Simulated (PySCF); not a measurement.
Members of one family of related compounds. Method used: TDDFT CAM-B3LYP/def2-SVPD, vertical, gas phase, core orbitals frozen in the response in PySCF 2.14.0, density-fitted response routines. Geometries: PBE0-D3(BJ)/def2-SVP; one conformer of each isolated species. Triplets are in the Tamm–Dancoff approximation. 'Strongest' means the level of largest summed f among the lowest 15 singlets; it needn't be the same kind of state in each. Relativistic effects are left out although some hold elements past zinc.

**Question.** Rank by computed lowest singlet excitation energy, highest first.
A. `[H][Ge]([H])([H])[OH]` (Ge(OH)H3)
B. `[H][Ge]([H])([H])[O][Si](C)(C)C` (GeH3(OSiMe3))
C. `[H][Ge]([H])([H])[S]C` (Ge(SMe)H3)
D. `[H][Ge]([H])([H])[N]=C=S` (Ge(NCS)H3)
E. `[H][Ge]([H])([H])[O]C` (Ge(OMe)H3)
F. `[H][Ge]([H])([H])[CH2]CCC` (GeH3(nBu))
G. `[H][Ge]([H])([H])[NH]C` (GeH3(NHMe))
H. `[H][Ge]([H])([H])[C]#C` (Ge(CCH)H3)

**Answer.** F (7.75 eV), B (7.03 eV), A (6.79 eV), E (6.62 eV), H (6.11 eV), G (5.49 eV), C (5.32 eV), D (5.04 eV).

```
                         SMILES  S1 (eV)  f (strongest)  HOMO (eV)  strongest (eV)  f (S1)             S1 mainly
      [H][Ge]([H])([H])[CH2]CCC     7.75           0.31      -9.57            8.41   0.005             H→L (88%)
[H][Ge]([H])([H])[O][Si](C)(C)C     7.03           0.11      -9.25            8.11   0.014             H→L (52%)
          [H][Ge]([H])([H])[OH]     6.79           0.21      -9.95            9.20   0.008             H→L (93%)
          [H][Ge]([H])([H])[O]C     6.62           0.17      -9.23            9.29   0.000             H→L (66%)
         [H][Ge]([H])([H])[C]#C     6.11           0.62      -9.50            8.62   0.000  H-1/H→L+1/L+2 (≥84%)
         [H][Ge]([H])([H])[NH]C     5.49           0.13      -7.76            8.94   0.001             H→L (71%)
          [H][Ge]([H])([H])[S]C     5.32           0.22      -8.10            8.49   0.009             H→L (77%)
       [H][Ge]([H])([H])[N]=C=S     5.04           1.17      -8.49            7.11   0.000  H-1/H→L+1/L+2 (≥76%)
```

H and L stand for HOMO and LUMO. A slash joins orbitals within 0.01 eV of each other, whose weights are summed (≥ marks a lower bound).
